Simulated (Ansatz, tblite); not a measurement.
Forces on cyclo-(F2SiSe)3 (Si3Se3F6) at its PBE-D4/def2-SVP geometry. The state is a singlet with charge 0.

The xTB rows come from tblite. Single mean-field runs in def2-TZVP are fitted with def2-universal-jkfit.

GFN2-xTB (tblite), largest force 1.10 eV/Å:

```xyz
12
positions Å, forces eV/Å
Si    1.345   -0.552   -1.306    0.414   -0.074   -0.384
F     2.342   -1.305   -2.340   -0.566    0.692    0.636
F     1.684    1.034   -1.314   -0.033   -0.859   -0.131
Se    1.810   -1.450    0.737    0.005    0.296   -0.041
Si    0.409   -0.088    1.910    0.141    0.060    0.549
F     0.650   -0.469    3.468   -0.090    0.458   -0.993
F     0.815    1.466    1.684   -0.164   -0.795    0.310
Se   -1.826   -0.378    1.563    0.133    0.257   -0.070
Si   -1.826    0.379   -0.587   -0.506    0.196   -0.175
F    -3.383    0.374   -1.040    1.040    0.222    0.270
F    -1.270    1.902   -0.647   -0.468   -0.731   -0.030
Se   -0.751   -0.914   -2.127    0.094    0.277    0.059
```

r2SCAN-D4/def2-TZVP (Ansatz), largest force 1.43 eV/Å:

```
Si 0.846 0.532 -0.657
F -0.842 0.666 0.877
F -0.265 -1.404 -0.025
Se -0.171 0.333 -0.098
Si 0.410 0.747 0.840
F -0.198 0.350 -1.326
F -0.347 -1.365 0.244
Se 0.263 0.203 -0.197
Si -0.631 0.965 -0.323
F 1.332 0.030 0.383
F -0.531 -1.326 0.038
Se 0.134 0.269 0.243
```

r2SCAN0-D4/def2-TZVP (Ansatz), largest force 1.92 eV/Å:

```
Si 1.104 0.683 -0.860
F -1.125 0.890 1.173
F -0.364 -1.886 -0.027
Se -0.331 0.520 -0.171
Si 0.534 0.964 1.102
F -0.265 0.468 -1.773
F -0.469 -1.835 0.319
Se 0.451 0.287 -0.350
Si -0.830 1.250 -0.422
F 1.780 0.040 0.512
F -0.705 -1.786 0.054
Se 0.219 0.405 0.444
```
